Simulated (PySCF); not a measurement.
# Ionisation energy of Tl⁺ by level of theory

Tl⁺ [Xe] 4f14 5d10 6s2 (1S) → Tl²⁺ [Xe] 4f14 5d10 6s1 (2S), as a difference of total energies. All numbers are calculated (PySCF 2.14, scalar relativity by spin-free X2C-1e, in x2c-TZVPPall with one added diffuse shell each of s, p, d, f type (12s8p7d4f, 99 functions)). Correlated levels: valence: [Xe] 4f14 5d10 frozen. The calculations carry no spin-orbit coupling.

```
           method  ionisation energy (eV)  error (eV)
              UHF                  18.395      -2.033
    MP2 (valence)                  18.926      -1.502
SCS-MP2 (valence)                  19.032      -1.396
   CCSD (valence)                  19.117      -1.311
```

Reference: 20.428 eV (measured; NIST Atomic Spectra Database, ionization energies).

Errors of the correlated levels include the incompleteness of this basis and the frozen core.

With two correlated electrons CCSD is exact in that space.
